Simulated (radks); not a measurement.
Dispersion coefficients C6 (hartree bohr^6) between ground-configuration atoms and ions, from the Casimir-Polder integral (3/pi) of alpha_A(iw) alpha_B(iw). Calculated with a radial shooting solver on a logarithmic mesh with Libxc functionals: scalar-relativistic Kohn-Sham, LDA (Slater exchange, VWN5 correlation), spin-polarised, spherical densities, finite nucleus; open shells are filled with parallel spins first (spin-orbit coupling, left out, can overturn this in heavy ions); Fermi nuclear charge, rms radius of each element as measured or else 0.836 A^(1/3) + 0.57 fm. Response by self-consistent Sternheimer equations with the Hartree and adiabatic LDA kernel, the relativistic mass of each level held fixed and spin-orbit coupling left out. For heavy and open-shell atoms this level of theory can miss by tens of per cent.

C6,Cr2+,C+,La,Hf+,Pr2+
Cr2+,13.83,,,,
C+,13.58,14.63,,,
La,152.5,182.8,3265,,
Hf+,71.22,80.60,1188,480.6,
Pr2+,31.13,31.14,371.4,166.3,71.07

Static polarisabilities (bohr^3): Cr2+ ([Ar] 3d4) 4.603, C+ ([He] 2s2 2p1) 6.099, La ([Xe] 5d1 6s2) 184.7, Hf+ ([Xe] 4f14 5d1 6s2) 48.96, Pr2+ ([Xe] 4f3) 15.73. The combination rule 2 Ca Cb / ((alpha_b/alpha_a) Ca + (alpha_a/alpha_b) Cb) gives 31.85 for Pr2+-C+, against 31.14 from the integral.
